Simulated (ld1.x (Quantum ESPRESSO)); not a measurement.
Transferability test, PAW potential for germanium

| Item | Value |
| --- | --- |
| Element | germanium |
| Generator | ld1.x (Quantum ESPRESSO) 7.5 |
| Type | PAW |
| Functional | LDA (PZ) |
| Relativity | fully relativistic |
| Frozen core | [Ar] |
| Valence charge | 14 |
| Reference configuration | 3d10 4s2 4p2 |
| Partial waves | 4s (bound): rcut 1.45, rcutus 1.70 bohr; 4s channel at -0.15 Ry: rcut 1.45, rcutus 1.70 bohr; 4p (bound): rcut 1.80, rcutus 2.20 bohr; 4p channel at 0.7 Ry: rcut 1.80, rcutus 2.20 bohr; 3d (bound): rcut 0.95, rcutus 1.35 bohr; 3d channel at 0.15 Ry: rcut 0.95, rcutus 1.35 bohr |
| Local potential | all-electron potential smoothed inside 1.35 bohr (lloc = -1) |
| Core correction | Bessel-smoothed model core, default radius (core density twice the valence density) |
| Augmentation charge | BG, radius 1.10 bohr |

Open shells are filled in proportion to 2j + 1 (rel_dist='average').

Energies are relative to the spin-unpolarised reference configuration 3d10 4s2 4p2; without spin polarisation the order of configurations can differ from experiment. The frozen-core shift is the all-electron ΔE with the core orbitals held at their reference shape minus the fully relaxed ΔE.

| valence configuration | charge | ΔE all-electron (eV) | error AE − PS (meV) | frozen-core shift (meV) |
| --- | --- | --- | --- | --- |
| 3d10 4s2 4p1 | +1 | 7.639 | +0.6 | 0.0 |
| 3d10 4s2 4p0 | +2 | 23.358 | +4.0 | +0.6 |
| 3d10 4s1 4p0 | +3 | 58.576 | +4.1 | +5.6 |
| 3d10 4s0 4p4 | 0 | 16.352 | -1.2 | +1.0 |
| 3d10 4s2 4p2.3 | -0.3 | -0.928 | +0.1 | 0.0 |

Problem. What are ΔE and the potential's error for 3d10 4s1 4p2?

Solution. ΔE = 16.412 eV all-electron; the error (AE − PS) is -0.5 meV.

Problem. What are ΔE and the potential's error for 3d10 4s2 4p1.5?

Solution. ΔE = 2.890 eV all-electron; the error (AE − PS) is +0.2 meV.

Levels in the configuration 3d10 4s1 4p0:

```tsv
level	all-electron (eV)	pseudo (eV)
3d j=3/2	-63.822	-63.956
3d j=5/2	-63.227	-63.361
4s j=1/2	-40.895	-40.900
```

The ghost test of this file was not conclusive.
